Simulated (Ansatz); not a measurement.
Stepwise reaction of `[F][In]([F])[SH]` with hydrogen sulfide, as a gas-phase model of exchange steps in deposition or etching. ΔE in kJ/mol; ΔG adds harmonic PBE0-D4 terms to CCSD(T)/CBS, at 1 bar.

Gas-phase electronic energies from Ansatz, PBE0-D4/def2-TZVP geometries. CCSD(T)/CBS is the MP2 limit (def2-TZVPP, def2-QZVPP) plus CCSD(T) − MP2 in def2-TZVPP, frozen cores. This one scheme is used for every species. DFT in def2-TZVPP. B3LYP here is the variant with VWN-RPA as its local correlation; programs differ in this. def2 core potentials past Kr. For In outer-core shells are correlated without core-valence functions, which leaves a few kJ/mol of doubt a bond. Each species was taken in one conformer, which may not be the lowest.

| step | reaction | PBE-D4 | B3LYP-D4 | ωB97M-V | CCSD(T)/CBS | ΔG(400 K) |
| --- | --- | --- | --- | --- | --- | --- |
| 1 | `[F][In]([F])[SH]` + H₂S → `[F][In]([SH])[SH]` + H–F | -40.5 | -36.9 | -37.7 | -44.2 | -34.3 |

**Question.** Give the row of step 2, `[F][In]([SH])[SH]` + H₂S → `[SH][In]([SH])[SH]` + H–F. (An estimate is asked.)

**Answer.** Computed: 
```tsv
step	reaction	PBE-D4	B3LYP-D4	ωB97M-V	CCSD(T)/CBS	ΔG(400 K)
2	`[F][In]([SH])[SH]` + H₂S → `[SH][In]([SH])[SH]` + H–F	-29.5	-26.0	-27.2	-34.4	-21.7
```

**Question.** By hand: ΔE of the 2 steps together at CCSD(T)/CBS.

**Answer.** (-44.2) + (-34.4) = -78.6 kJ/mol, or -39.3 kJ/mol a step.

In ΔE each step is higher than the one before. All are downhill at CCSD(T)/CBS. ΔG lies between -34.3 and -21.7 kJ/mol a step. PBE-D4 differs from CCSD(T)/CBS by 3.7 to 4.9 kJ/mol a step. Isolated molecules leave out the surface, adducts and barriers. Largest T1 diagnostic: 0.016.
